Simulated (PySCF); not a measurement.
Isomers of C2H11GeNSi, one conformer each; single-point electronic energies without zero-point terms and without any empirical dispersion term.

Computed with PySCF at PBE0/def2-SVPD, non-relativistic, each on one gas-phase PBE0-D3(BJ)/def2-SVP geometry that isn't relaxed in the solvent. The solvent is an IEF-PCM continuum (cavity from Bondi-type radii × 1.2). The model holds no explicit solvent molecules, cavitation or dispersion. Spin–orbit coupling is left out although an atom past zinc is present.

```csv
isomer,"relative energy, gas (kJ/mol)",dipole (D)
`C[SiH](C)[NH][GeH3]`,0.0,0.58
`[CH3][GeH2][CH2][SiH2]N`,30.3,0.85
```

**Question.** How do the relative energies look in cyclohexane (ε = 2.017)?

**Answer.** 
```json
{"isomer": "`C[SiH](C)[NH][GeH3]`", "relative energy, solvent (kJ/mol)": "0.0", "E(solvent) − E(gas) (kJ/mol)": "-3.5", "dipole in solvent (D)": "0.66"}
{"isomer": "`[CH3][GeH2][CH2][SiH2]N`", "relative energy, solvent (kJ/mol)": "27.8", "E(solvent) − E(gas) (kJ/mol)": "-5.9", "dipole in solvent (D)": "0.96"}
```

The order is unchanged. Conformers: `[CH3:1][SiH:2]([CH3:3])[NH:4][GeH3:5]` with C1–Si2–N4–Ge5 -146°; `[CH3:1][GeH2:2][CH2:3][SiH2:4][NH2:5]` with C1–Ge2–C3–Si4 62°, Ge2–C3–Si4–N5 53°, C3–Si4–N5–H 72° and -68°. `[CH3][GeH2][CH2][SiH2]N` gains most from the continuum, and it has the largest gas-phase dipole. The gains span 2.4 kJ/mol, the gas-phase energies 30.3 kJ/mol.
